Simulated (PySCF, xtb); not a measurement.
BFBr2, SMILES FB(Br)Br.

GFN2-xTB run with xtb at its own geometry gives an orbital gap of 4.38 eV and a dipole moment of 2.07 D.

Coordinates come from a B3LYP-D3(BJ)/def2-SVP optimisation.

Question: What does PBE0/def2-TZVPD (PySCF) give? (Estimate from the structure and the level; the computed values follow.)

Answer: gap 7.20 eV (levels -8.67 and -1.46 eV), dipole 0.31 D.
